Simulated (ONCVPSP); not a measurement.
What one change does to a pseudopotential (carbon, ONCV)

| Item | Value |
| --- | --- |
| Element | carbon |
| Generator | ONCVPSP 4.0.1 |
| Type | optimised norm-conserving Vanderbilt (ONCV) |
| Functional | PBE |
| Relativity | scalar-relativistic |
| Frozen core | [He] |
| Valence charge | 4 |
| Reference configuration | 2s2 2p1.5 (charge +0.5) |
| Partial waves | 2s: rc 1.30 bohr, ncon 3, nbas 6, qcut 6.4 1/bohr, 2 projectors, debl 1.6 Ha; 2p: rc 1.55 bohr, ncon 3, nbas 6, qcut 8.4 1/bohr, 1 projector; d scattering state at 0.1 Ha: rc 1.65 bohr, ncon 3, nbas 6, qcut 5.2 1/bohr, 1 projector |
| Local potential | polynomial inside 0.85 bohr (lpopt 5, dvloc0 4 Ha) |
| Core correction | polynomial model core, fcfact 0.75 |

All-electron outer shells of the reference configuration (PBE, scalar-relativistic, ld1.x):

| shell | level (eV) | outermost node (bohr) | outermost maximum (bohr) |
| --- | --- | --- | --- |
| 1s | -280.20 | – | 0.17 |
| 2s | -19.38 | 0.38 | 1.20 |
| 2p | -10.72 | – | 1.16 |

Change: local potential polynomial inside 0.85 bohr (lpopt 5, dvloc0 -2 Ha).

Cutoffs: the cutoffs (Ha) at which the residual kinetic energy of the hardest occupied pseudo-wave falls to 1 and 0.1 mHa per electron; they do not see the model core or the augmentation charge, which bear on the density cutoff. Errors are all-electron minus pseudo energies relative to the spin-unpolarised reference configuration.

**Question.** What does the change do?

**Answer.** The potential gets neither clearly harder nor softer (22 Ha and 27 Ha → 22 Ha and 27 Ha); a bound ghost appears in d, which as a rule spoils a file; the errors of the 4 common tests hardly move. In the separable form a ghost depends on how the local part lies against the semilocal potential of the channel, so the choice of the local part can create or remove one.

| quantity | base | changed |
| --- | --- | --- |
| cutoff, loose | 22 Ha | 22 Ha |
| cutoff, tight | 27 Ha | 27 Ha |
| bound ghosts | none | d |
| GHOST(+) flags under 300 eV | none | none |
| error for 2s2 2p2, meV [ΔE -3.96 eV] | +1.6 | +1.7 |
| error for 2s2 2p1, meV [ΔE 6.90 eV] | +4.3 | +4.3 |
| error for 2s2 2p0, meV [ΔE 31.05 eV] | +97 | +97 |
| error for 2s1 2p2, meV [ΔE 15.65 eV] | -4.1 | -4.0 |
| s: phases at 1.32 bohr within 0.05 rad from the reference energy up to (Ha; the scan ends near 5) | to the end of the scan | to the end of the scan |
| p: phases at 1.57 bohr within 0.05 rad from the reference energy up to (Ha; the scan ends near 5) | 2.0 | 2.0 |
| d: phases at 1.68 bohr within 0.05 rad from the reference energy up to (Ha; the scan ends near 5) | to the end of the scan | 4.8 |
| rms error of d²Exc/dni dnj with the model core, mHa | 1.75 | 1.75 |

 A true bound ghost makes a file unfit for plane-wave use even where its test errors are small: the radial tests pick states by their node count and pass the ghost by.
